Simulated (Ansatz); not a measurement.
Ideal-gas functions of C$_{2}$H$_{4}$ClGaO (`O/C=[C](/Cl)[GaH2]`) at 298.15 K and 1 bar, from an Ansatz frequency run at PBE0-D4/def2-TZVP.

Molar mass 149.23 g/mol, point group C1 (symmetry number 1), electronic degeneracy 1, moments of inertia 124.793, 310.956, 427.113 u Å². Harmonic wavenumbers (cm⁻¹, unscaled): 110, 199, 241, 273, 296, 440, 457, 513, 531, 627, 740, 844, 987, 1086, 1212, 1284, 1677, 1970, 1987, 3194, 3814.

Use S(trans) = R[1.5 ln M + 2.5 ln T − 1.1517]; rotational temperatures θ = 24.2544 K / I; S(rot) = R[ln(√π/σ · √(T³/θAθBθC)) + 1.5]; for each mode x = 1.438777 ν̃/T, S = R[x/(eˣ − 1) − ln(1 − e⁻ˣ)] and H = RT x/(eˣ − 1); 1 cm⁻¹ = 0.0119627 kJ/mol; R = 8.31446 J/(mol·K).

**Question.** By hand: the entropy, in J/(mol·K).

**Answer.** Translation 171.3. Rotation: θ = 0.1944, 0.078, 0.0568 K, giving 117.6. Vibration, mode by mode: 13.68, 8.96, 7.51, 6.60, 6.02, 3.46, 3.24, 2.62, 2.45, 1.70, 1.10, 0.73, 0.41, 0.28, 0.16, 0.12, 0.02, 0.01, 0.01, 0.00, 0.00, in all 59.1. Electronic 0.0. Sum 348.0 J/(mol·K).

**Question.** By hand: H − E and G − E in kJ/mol, counted from the electronic energy.

**Answer.** Zero-point energy ½ × 22482 × 0.0119627 = 134.5; thermal vibration 10.5; translation, rotation and pV give 4 RT = 9.9. H − E = 154.9 kJ/mol, and G − E = 154.9 − 298.15 × 348.0/1000 = 51.1 kJ/mol.

Vibration gives 17 % of the entropy, 13.7 J/(mol·K) of it from the mode under 150 cm⁻¹: soft modes count most, and the harmonic formula is weakest for them. The sum counts one conformer and one mirror image; others add a mixing term.
